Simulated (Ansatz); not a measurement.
System: SiCl, charge 0, multiplicity 2. SMILES: [Si]Cl
Coordinates optimised at B3LYP-D3(BJ)/def2-TZVP (Ansatz, a first-principles code):
```
Si
Cl 1 2.0838
```
Charge 0, spin multiplicity 2.

Parts of the frozen-core correlation energy in cc-pV(D+d)Z (Ansatz, hartree). Frozen orbitals: 10; correlated occupied orbitals by spin: 6 and 5; virtual: 30 and 31. UHF or UKS for open shells. Spin-orbit coupling is left out. Non-relativistic.

```csv
term,value
reference (HF),-748.42888
MP2 opposite-spin,-0.14660
MP2 same-spin,-0.04949
CCSD correlation,-0.22521
(T),-0.00634
CCSDT minus CCSD(T),-0.00087
T1 diagnostic,0.018
largest doubles amplitude,0.079
<S^2> of the reference,0.770
```
